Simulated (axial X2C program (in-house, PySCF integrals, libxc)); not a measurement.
## Curves of NPrO⁻ from open-shell CI on f(δφ)1 f(π)0

Calculated with an in-house all-electron X2C program for linear molecules (integrals from PySCF): two-component X2C with atomic mean-field Coulomb and Gaunt terms, basis N dyall-v2z, Pr dyall-v2z, O dyall-v2z (cores contracted in-house). Orbitals come from Hartree–Fock averaged over the configuration Pr f(δφ)1 f(π)0; CI then distributes these electrons over the f(δφ), f(π) shells of Pr.

Scan along the N–Pr bond with PrO moving as one mass, its bond held at 1.720 Å; masses N 14.003 u, Pr 140.908 u, O 15.995 u. Energies in cm⁻¹ from the lowest point; levels are followed by energy order within each Ω. Lowest level at 1.768 Å: 100% f(δφ)1.

```json
{"R (Å)": "1.644", "(1)Ω=5/2": "2984", "(1)Ω=3/2": "4340", "(1)Ω=7/2": "5446", "(2)Ω=5/2": "6181"}
{"R (Å)": "1.706", "(1)Ω=5/2": "699", "(1)Ω=3/2": "2221", "(1)Ω=7/2": "3156", "(2)Ω=5/2": "4062"}
{"R (Å)": "1.768", "(1)Ω=5/2": "0", "(1)Ω=3/2": "1669", "(1)Ω=7/2": "2453", "(2)Ω=5/2": "3512"}
{"R (Å)": "1.839", "(1)Ω=5/2": "646", "(1)Ω=3/2": "2461", "(1)Ω=7/2": "3098", "(2)Ω=5/2": "4308"}
{"R (Å)": "1.909", "(1)Ω=5/2": "2396", "(1)Ω=3/2": "4329", "(1)Ω=7/2": "4849", "(2)Ω=5/2": "6183"}
{"R (Å)": "1.989", "(1)Ω=5/2": "5358", "(1)Ω=3/2": "7395", "(1)Ω=7/2": "7815", "(2)Ω=5/2": "9258"}
{"R (Å)": "2.086", "(1)Ω=5/2": "9844", "(1)Ω=3/2": "11949", "(1)Ω=7/2": "12313", "(2)Ω=5/2": "13832"}
```

Problem. Fit the curves (1)Ω=5/2, (1)Ω=3/2, (1)Ω=7/2, (2)Ω=5/2 near their minima.

Solution. From the open-shell CI curves, Te from the lowest:

```
   level  Te (cm⁻¹)  Re (Å)  ωe (cm⁻¹)
(1)Ω=5/2          0   1.771      893.4
(1)Ω=3/2       1667   1.763      901.0
(1)Ω=7/2       2453   1.771      894.0
(2)Ω=5/2       3509   1.763      902.0
```

Without dynamic correlation distances can be off by several hundredths of an Å (long for ionic bonds, short for multiple bonds) and the wavenumbers are rough.

There is no dynamic correlation: spin–orbit spacings and, for f shells, spacings inside one term are the most reliable numbers, splittings between terms come out too wide, and energies between configurations are not reliable, so the lowest level need not be the ground state of the molecule. At most 6 roots were kept for each Ω > 0 (twice that for Ω = 0) within 3.5 eV of the lowest, so higher up levels can be missing between those listed; levels with Ω > 0 are doubly degenerate and listed once, Ω = 0 levels singly. States that fill the shells left empty in the average are placed too high. For an anion, levels above electron detachment are held by the basis set. The molecule was held linear; bending was not examined.
